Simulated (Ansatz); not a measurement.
## H4O3Sn: where a starting geometry ends

The starting geometry of this gas-phase triplet was optimised with GFN2-xTB as a singlet; its bonds are those of `[OH][SnH]([OH])[OH]`.

```xyz
8

O    -0.0523    1.0425   -1.2024
O     1.2226   -0.3271    1.2150
O    -1.2925   -1.5037   -0.0680
Sn    0.3881   -0.6748   -0.4757
H    -0.9544    1.1135   -1.5158
H     1.3329   -1.5783   -1.4807
H     1.5519    0.5664    1.3102
H    -1.3197   -1.9421    0.7823
```

Task: Where would you expect an optimisation with PBE0-D4/def2-SVP to take it?

Result: It falls apart into H3O3Sn + H. Contacts that open: Sn4–H6 (1.65 → 4.44 Å).

The energy falls by 3.29 eV over 17 steps:

```tsv
step	E − E(last) (eV)
1	3.286
3	1.165
5	0.463
6	0.274
8	0.081
10	0.018
12	0.003
13	0.001
15	0.000
17	0.000
```

Final geometry (Å):

```
atom    x (Å)    y (Å)    z (Å)
   O  -0.2034   1.1825  -1.0618
   O   1.0052  -0.1405   1.5559
   O  -1.6661  -1.2986   0.2743
  Sn   0.1417  -0.5833  -0.1916
   H  -1.0566   1.1858  -1.5162
   H   2.8117  -2.5898  -3.1218
   H   1.4956   0.6906   1.4973
   H  -1.6514  -1.7504   1.1288
```

The end wasn't checked by frequencies. Open shells are spin-unrestricted. The triplet needn't be the ground state. Atoms past krypton carry core potentials, without spin–orbit terms. Run with Ansatz 0.2.0, 60 s on 2 threads of Arm Neoverse V2, on a shared host.
